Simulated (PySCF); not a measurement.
PySCF input for chloro(disilanyl)silane (ClH7Si3), SMILES [SiH3][SiH2][SiH2]Cl, B3LYP-D3(BJ)/def2-SVP. Geometry: B3LYP-D3(BJ)/def2-SVP. Other conformers were not sampled.

```python
import numpy as np
from pyscf import gto, scf, dft, df
from pyscf.hessian import thermo

mol = gto.M(
    atom='''
    Si   -2.20283025    0.15655294    0.51042281
    Si   -0.28957595    1.48430748    0.17812448
    Si    1.56256883    0.04223336    0.18949069
    Cl    0.98053881   -1.65126655   -0.89962957
    H    -1.99447925   -0.71418057    1.70401964
    H    -3.40393015    1.01267301    0.73917005
    H    -2.42908710   -0.69649050   -0.68955799
    H    -0.36440859    2.18812421   -1.13716822
    H    -0.14216207    2.50514781    1.26041467
    H     1.89933188   -0.39504983    1.57354265
    H     2.78329876    0.60799418   -0.44924998
    ''',
    basis='def2-SVP',
    charge=0,
    spin=0,
    max_memory=1600,
    verbose=3,
)
mf = dft.RKS(mol, xc='b3lyp').density_fit(auxbasis='def2-universal-jkfit')
mf.disp = 'd3bj'
mf.grids.level = 3
mf.conv_tol = 1e-11
mf.max_cycle = 100
mf.kernel()

# [left out here: the lines that compute and print the analytic Hessian (its translational invariance restored by hand, since the grid's response is missing), thermochemistry and intensities]
```

Output:

```
[...]
Mode                                 6                   7                   8
Irrep
Freq [cm^-1]                      414.2384            453.2823            502.0166
Reduced mass [au]                   1.2099              3.3020              1.4880
Force const [Dyne/A]                0.1223              0.3997              0.2209
Char temp [K]                     595.9969            652.1723            722.2901
Normal mode                   x     y     z       x     y     z       x     y     z
       0  Si                 0.02  0.03 -0.02    0.07  0.04 -0.01    0.01 -0.05 -0.01
       1  Si                -0.04  0.00  0.00   -0.11 -0.00  0.01    0.04  0.04  0.02
       2  Si                 0.00 -0.02  0.04    0.07 -0.01  0.01   -0.02  0.05  0.02
       3  Cl                 0.00 -0.01 -0.01   -0.01 -0.02 -0.01   -0.00 -0.04 -0.02
       4   H                 0.37  0.18  0.04   -0.07  0.01 -0.00   -0.23  0.06  0.11
       5   H                -0.03 -0.10  0.15    0.15  0.16 -0.05    0.33  0.41  0.00
       6   H                -0.11 -0.15  0.13    0.01  0.08 -0.03   -0.43 -0.09  0.11
       7   H                 0.33 -0.01 -0.03   -0.30 -0.00  0.02    0.07 -0.12 -0.07
       8   H                -0.23  0.00  0.02   -0.25  0.01  0.02   -0.25  0.15 -0.05
       9   H                 0.46 -0.06 -0.09   -0.08 -0.04  0.04    0.02  0.01 -0.00
      10   H                -0.26  0.20 -0.27    0.17 -0.12  0.10   -0.02  0.00 -0.02
Mode                                 9                  10                  11
Irrep
Freq [cm^-1]                      534.9779            565.8685            671.9414
Reduced mass [au]                   4.8944              1.3360              1.0954
Force const [Dyne/A]                0.8253              0.2520              0.2914
Char temp [K]                     769.7140            814.1588            966.7741
Normal mode                   x     y     z       x     y     z       x     y     z
       0  Si                -0.01  0.01  0.01    0.01 -0.02  0.03   -0.01  0.01 -0.03
       1  Si                 0.01 -0.03 -0.01   -0.00  0.02 -0.06    0.02 -0.00  0.02
       2  Si                 0.03  0.11  0.06   -0.01 -0.03  0.05   -0.00 -0.01  0.03
       3  Cl                -0.03 -0.08 -0.05    0.00  0.01 -0.01    0.00  0.00 -0.02
       4   H                 0.08 -0.03 -0.04   -0.39 -0.19 -0.03    0.19  0.13  0.03
       5   H                -0.12 -0.14 -0.01    0.09  0.16 -0.17   -0.02 -0.05  0.11
       6   H                 0.18  0.05 -0.06    0.09  0.18 -0.13   -0.15 -0.16  0.11
       7   H                 0.08  0.05  0.03   -0.14  0.27  0.09   -0.53 -0.06  0.02
       8   H                 0.17 -0.08  0.03    0.10 -0.20  0.15    0.25  0.05 -0.07
       9   H                -0.02  0.11  0.07    0.36  0.09 -0.00    0.08  0.49  0.17
      10   H                 0.04  0.13  0.10   -0.22  0.08 -0.27   -0.04 -0.27 -0.27
Mode                                12                  13                  14
Irrep
Freq [cm^-1]                      690.1924            719.7433            823.9570
Reduced mass [au]                   1.0982              1.1071              1.1306
Force const [Dyne/A]                0.3082              0.3379              0.4522
Char temp [K]                     993.0332           1035.5504           1185.4906
Normal mode                   x     y     z       x     y     z       x     y     z
       0  Si                -0.01  0.02  0.02    0.00 -0.01  0.01    0.02  0.00  0.00
       1  Si                 0.04 -0.01 -0.00   -0.05 -0.00  0.01   -0.01  0.01  0.01
       2  Si                -0.01  0.00 -0.00   -0.00  0.01 -0.00    0.03 -0.05 -0.02
       3  Cl                 0.00 -0.00 -0.01    0.01  0.01 -0.00   -0.01  0.00 -0.00
       4   H                -0.05 -0.12 -0.07   -0.02  0.03  0.03   -0.17 -0.07 -0.01
       5   H                -0.15 -0.16 -0.04    0.11  0.15 -0.04   -0.03 -0.06 -0.01
       6   H                 0.19  0.06 -0.05    0.05  0.09 -0.07   -0.13 -0.04  0.05
       7   H                 0.07 -0.01 -0.00    0.60 -0.04 -0.05    0.24 -0.02 -0.03
       8   H                -0.75  0.01  0.08    0.30 -0.02 -0.02    0.02  0.04 -0.02
       9   H                -0.08  0.30  0.11   -0.01  0.25  0.09   -0.21  0.60  0.24
      10   H                 0.02 -0.30 -0.18    0.15 -0.51 -0.17   -0.13  0.51  0.18
Mode                                15                  16                  17
Irrep
Freq [cm^-1]                      881.1790            917.1630            942.2032
Reduced mass [au]                   1.0985              1.0522              1.0402
Force const [Dyne/A]                0.5026              0.5215              0.5441
Char temp [K]                    1267.8204           1319.5933           1355.6206
Normal mode                   x     y     z       x     y     z       x     y     z
       0  Si                 0.04  0.03 -0.01   -0.01 -0.01 -0.00    0.01 -0.02 -0.01
       1  Si                -0.01  0.01 -0.00    0.01  0.03 -0.00    0.00 -0.00 -0.00
       2  Si                -0.00  0.02  0.00   -0.00 -0.01 -0.01    0.02  0.00  0.01
       3  Cl                 0.00 -0.00  0.00   -0.00  0.00  0.00    0.00  0.00  0.00
       4   H                -0.45 -0.18 -0.06    0.12  0.18  0.12   -0.12  0.41  0.33
       5   H                -0.29 -0.42  0.03    0.04  0.06  0.03   -0.11 -0.19  0.09
       6   H                -0.41 -0.17  0.21    0.10  0.16 -0.14   -0.14  0.39 -0.26
       7   H                 0.05 -0.19 -0.10   -0.08 -0.53 -0.29   -0.00  0.01  0.00
       8   H                 0.11 -0.18  0.15   -0.03 -0.44  0.43    0.00  0.00 -0.00
       9   H                 0.03 -0.13 -0.05    0.16  0.11 -0.00   -0.40 -0.15  0.05
      10   H                 0.06 -0.17 -0.05    0.08  0.05  0.19   -0.22  0.06 -0.37
Mode                                18                  19                  20
Irrep
Freq [cm^-1]                      945.8117            950.7229           2193.5549
Reduced mass [au]                   1.0344              1.0482              1.0318
Force const [Dyne/A]                0.5452              0.5582              2.9250
Char temp [K]                    1360.8125           1367.8786           3156.0371
Normal mode                   x     y     z       x     y     z       x     y     z
       0  Si                 0.01 -0.01  0.03   -0.01  0.01  0.01    0.00 -0.00 -0.00
       1  Si                 0.00 -0.00  0.00   -0.00  0.01  0.00    0.00  0.03  0.01
       2  Si                -0.01 -0.00 -0.00    0.03  0.00  0.01   -0.00 -0.00 -0.00
       3  Cl                 0.00 -0.00 -0.00    0.00  0.00  0.00   -0.00  0.00  0.00
       4   H                 0.36 -0.01 -0.06    0.24 -0.29 -0.26    0.02 -0.04  0.05
       5   H                -0.17 -0.06 -0.68    0.08  0.20 -0.23   -0.13  0.10  0.02
       6   H                -0.47  0.28 -0.10    0.05 -0.21  0.15    0.00 -0.01 -0.01
       7   H                -0.02  0.03  0.02    0.00 -0.21 -0.12    0.02 -0.18  0.37
       8   H                -0.01  0.05 -0.04    0.06 -0.16  0.15   -0.08 -0.58 -0.63
       9   H                 0.11  0.04 -0.01   -0.46 -0.16  0.07    0.01 -0.03  0.08
      10   H                 0.06 -0.02  0.10   -0.24  0.07 -0.41    0.08  0.04 -0.05
Mode                                21                  22                  23
Irrep
Freq [cm^-1]                     2206.3321           2211.8943           2219.3835
Reduced mass [au]                   1.0485              1.0235              1.0357
Force const [Dyne/A]                3.0072              2.9504              3.0056
Char temp [K]                    3174.4207           3182.4234           3193.1987
Normal mode                   x     y     z       x     y     z       x     y     z
       0  Si                 0.00 -0.00  0.01    0.02  0.00 -0.01   -0.01  0.01 -0.01
       1  Si                -0.00  0.00 -0.04   -0.00 -0.00 -0.00   -0.00  0.01  0.00
       2  Si                -0.00 -0.00  0.01    0.01  0.00  0.00    0.02 -0.00  0.02
       3  Cl                 0.00  0.00  0.00    0.00 -0.00  0.00    0.00  0.00  0.00
       4   H                -0.02  0.08 -0.10    0.09 -0.33  0.45    0.03 -0.14  0.20
       5   H                -0.06  0.04  0.01   -0.58  0.42  0.11    0.34 -0.24 -0.07
       6   H                -0.01 -0.06 -0.08   -0.03 -0.14 -0.20    0.00  0.03  0.03
       7   H                 0.04 -0.41  0.75    0.00  0.04 -0.07    0.01 -0.03  0.06
       8   H                 0.04  0.28  0.28    0.02  0.08  0.08   -0.01 -0.11 -0.11
       9   H                -0.04  0.05 -0.14   -0.04  0.06 -0.19   -0.15  0.21 -0.65
      10   H                 0.06  0.03 -0.03   -0.11 -0.06  0.06   -0.37 -0.18  0.21
Mode                                24                  25                  26
Irrep
Freq [cm^-1]                     2221.0279           2229.3603           2236.1006
Reduced mass [au]                   1.0449              1.0524              1.0483
Force const [Dyne/A]                3.0370              3.0818              3.0883
Char temp [K]                    3195.5646           3207.5531           3217.2510
Normal mode                   x     y     z       x     y     z       x     y     z
       0  Si                 0.02 -0.03  0.01    0.00 -0.01 -0.00   -0.00 -0.02 -0.03
       1  Si                 0.00  0.00  0.01    0.00 -0.00  0.01   -0.00 -0.00 -0.01
       2  Si                 0.01  0.00  0.00   -0.02 -0.02  0.03    0.00  0.00 -0.01
       3  Cl                 0.00  0.00  0.00    0.00  0.00 -0.00    0.00  0.00  0.00
       4   H                -0.10  0.41 -0.57   -0.01  0.03 -0.05    0.03 -0.15  0.18
       5   H                -0.36  0.25  0.08   -0.07  0.04  0.01   -0.11  0.07  0.01
       6   H                 0.03  0.07  0.12    0.03  0.10  0.14    0.14  0.53  0.74
       7   H                -0.01  0.05 -0.09   -0.01  0.07 -0.13    0.00 -0.06  0.11
       8   H                -0.01 -0.06 -0.06   -0.00 -0.02 -0.02    0.01  0.06  0.06
       9   H                -0.06  0.08 -0.26   -0.13  0.17 -0.52    0.02 -0.03  0.10
      10   H                -0.30 -0.14  0.16    0.62  0.28 -0.33   -0.08 -0.03  0.04
temperature 298.1500 [K]
pressure 101325.00 [Pa]
Rotational constants [GHz] 3.25067 1.41266 1.06310
Symmetry number 1
Zero-point energy (ZPE) 0.06069 [Eh]   159339.115 [J/mol]
                           tot       elec      trans        rot        vib
Entropy [J/mol/K]       383.145      0.000    169.138    119.571     94.437
Cv [J/mol/K]            119.875      0.000     12.472     12.472     94.932
Cp [J/mol/K]            128.190      0.000     20.786     12.472     94.932
Internal energy [J/mol]                      3718.434   3718.434 173790.170
Internal energy [Eh]   -1332.53078  -1332.59980
Enthalpy [J/mol]                             6197.391   3718.434 173790.170
Enthalpy [Eh]          -1332.52983
Gibbs free energy [J/mol]                  -44230.963 -31931.599 145633.887
Gibbs free energy [Eh] -1332.57334
mode   freq/cm-1   IR/(km/mol)
   1       38.63         0.469
   2       77.43         0.713
   3      111.65         0.263
   4      154.68         4.841
   5      336.60        19.344
   6      389.48         1.295
   7      414.24         4.687
   8      453.28        11.469
   9      502.02         7.022
  10      534.98        46.048
  11      565.87         9.358
  12      671.94         7.753
  13      690.19        41.841
  14      719.74       180.035
  15      823.96       181.070
  16      881.18       256.449
  17      917.16        34.787
  18      942.20       101.281
  19      945.81        27.132
  20      950.72        60.716
  21     2193.55        65.453
  22     2206.33        27.485
  23     2211.89        93.974
  24     2219.38        40.823
  25     2221.03       127.361
  26     2229.36       112.828
  27     2236.10       101.985
max |gradient| / (hartree/bohr): 5.6157713671488264e-05
APT charges: [ 0.7169  0.4725  1.0174 -0.503  -0.2284 -0.2446 -0.2216 -0.2297 -0.2408
 -0.2649 -0.2737]
```

Self-consistency was reached.
